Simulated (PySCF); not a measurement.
# SMILES C1=CC=C2C=NC=CC=C21, C9H7N

Cartesian coordinates in Å; atom numbers follow the order of the lines, from 1:
```xyz
17

C    -2.012   -1.030   -0.158
C    -2.500    0.282   -0.128
N    -1.899    1.465   -0.083
C    -0.591    1.679   -0.053
C     0.492    0.799   -0.059
C     1.845    1.170   -0.024
C     2.624    0.002   -0.043
C     1.791   -1.126   -0.091
C     0.458   -0.686   -0.103
C    -0.687   -1.469   -0.147
H    -2.783   -1.805   -0.195
H    -3.597    0.358   -0.146
H    -0.317    2.744   -0.017
H     2.216    2.194    0.013
H     3.715   -0.025   -0.024
H     2.111   -2.168   -0.116
H    -0.530   -2.553   -0.175
```

Method used: PySCF, TDDFT CAM-B3LYP/aug-cc-pVDZ excited states, vertical, gas phase. Geometry: PBE0-D3(BJ)/def2-SVP.

Singlets 2 and 3 lie within 0.01 eV of each other, so their separate moments and overlaps can depend on how they mix.

How strongly do the lowest singlets absorb one photon, and two photons of half the energy?

δ for parallel linear polarisation; σ at the peak of a Lorentzian of half width 0.1 eV, single beam; Ω is circular over linear.
```
state  E (eV)      f  photon λ (nm)  δ (au)  σ (GM)     Ω                                  main
   S1    2.58  0.006            963    5.55    0.01  0.97                        HOMO→LUMO 0.95
   S2    3.77  0.004            659    2.83    0.01  1.48    HOMO→LUMO+1 0.54, HOMO−1→LUMO 0.45
   S3    3.77  0.000            658    0.44    0.00  1.50                      HOMO−2→LUMO 0.94
   S4    4.56  0.002            544    1.34    0.01  1.50                    HOMO−2→LUMO+1 0.93
   S5    4.62  0.169            537     120    0.93  1.37  HOMO−1→LUMO+1 0.68, HOMO−1→LUMO 0.13
   S6    5.08  0.956            488    1130   10.70  1.02    HOMO−1→LUMO 0.39, HOMO→LUMO+1 0.32
```

Among these, the strongest one-photon state is S6, the strongest two-photon state S6, with a dipole change of 0.7 D (relaxed, norm of the difference vector). Half the energy of S4, S5, S6 comes within 0.4 eV of the allowed S1 or passes it, which inflates δ.
